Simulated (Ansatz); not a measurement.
`OB1OC1S` + H₂ → `SC1BO1` + H₂O at 600 K and 1 bar (hydrogenolysis of a B–O bond).

Gas-phase electronic energies from Ansatz, PBE0-D4/def2-TZVP geometries. CCSD(T)/CBS is the MP2 limit (def2-TZVPP, def2-QZVPP) plus CCSD(T) − MP2 in def2-TZVPP, frozen cores. This one scheme is used for every species. Each species was taken in one conformer, which may not be the lowest.

| species | CCSD(T)/CBS energy (Eh) | H − E (kJ/mol) | S (J/(mol·K)) |
| --- | --- | --- | --- |
| `OB1OC1S` | -612.81567 | 178.0 | 385.8 |
| H₂ | -1.17544 | 43.9 | 150.8 |
| `SC1BO1` | -537.57727 | 152.3 | 350.7 |
| H₂O | -76.37941 | 76.8 | 212.8 |

H − E and S are ideal-gas, rigid-rotor, harmonic terms from PBE0-D4/def2-TZVP, for one conformer and one mirror image of each species. The MP2-based limit puts H₂ 0.8 mEh under its directly extrapolated value; such offsets cancel only in part. 1 Eh = 2625.50 kJ/mol, R = 8.31446 J/(mol·K).

By hand: ΔE, ΔH, ΔS and ΔG.

ΔE = (-537.57727) + (-76.37941) − (-612.81567) − (-1.17544) = 0.03443 Eh = 90.4 kJ/mol. Δ(H − E) = 152.3 + 76.8 − 178.0 − 43.9 = 7.2, so ΔH = 97.6 kJ/mol. ΔS = 350.7 + 212.8 − 385.8 − 150.8 = 26.9 J/(mol·K). ΔG = 97.6 − 600 × (26.9)/1000 = 81.5 kJ/mol.

By hand: the equilibrium constant, and the temperature at which ΔG would vanish if ΔH and ΔS stayed fixed.

log₁₀ K = −ΔG/(RT ln 10) = -7.1. ΔG = 0 at ΔH/ΔS = 3628 K, far beyond where these terms or the molecules hold.

ΔH outweighs TΔS. A doubt of 5 kJ/mol in ΔE shifts log₁₀ K by 0.4 here. Other conformers and mirror images would add mixing entropy, several J/(mol·K) or more a flexible species. These are equilibria of isolated gas molecules and say nothing of rates. Largest T1 diagnostic: 0.016 (customary marks: 0.02 for closed shells, 0.045 for open ones).
